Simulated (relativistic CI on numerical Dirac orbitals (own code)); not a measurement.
**Cr2+: K-alpha X-ray emission**

Computed with this model: Dirac-Coulomb-Breit CI, orbitals from a KLI potential per configuration, model QED, valence Slater integrals scaled by 0.8, multiplet model of X-ray emission after core ionisation; configurations [Ar] 3d4 → 1s 2s2 2p6 3s2 3p6 3d4 → [He] 2s2 2p5 3s2 3p6 3d4; 80 K; Lorentzian 2.52 eV and Gaussian 0.6 eV FWHM. Energies are those of the free ion, without screening or charge transfer. S is read from ⟨S²⟩ = S(S + 1).

Field parameters in Wybourne normalisation: D3d B²₀ = −7Dσ, B⁴₀ = −14Dq − 21Dτ, B⁴₃ = −14√(10/7) Dq; D4h B²₀ = −7Ds, B⁴₀ = 21(Dq − Dt), B⁴₄ = 21√(5/14) Dq. The field is a parameter set, without covalency.

Peaks in eV (height, largest 100): 5404.8 (50), 5414.0 (100).

Question: Which surroundings give this spectrum?
A. D3d, 10Dq = 23300, Dσ = 830, Dτ = 360 cm⁻¹
B. free ion
C. D4h, 10Dq = 8650, Ds = -1480, Dt = -50 cm⁻¹

Answer: A. D3d, 10Dq = 23300, Dσ = 830, Dτ = 360 cm⁻¹, where the ground state has S = 1.00.
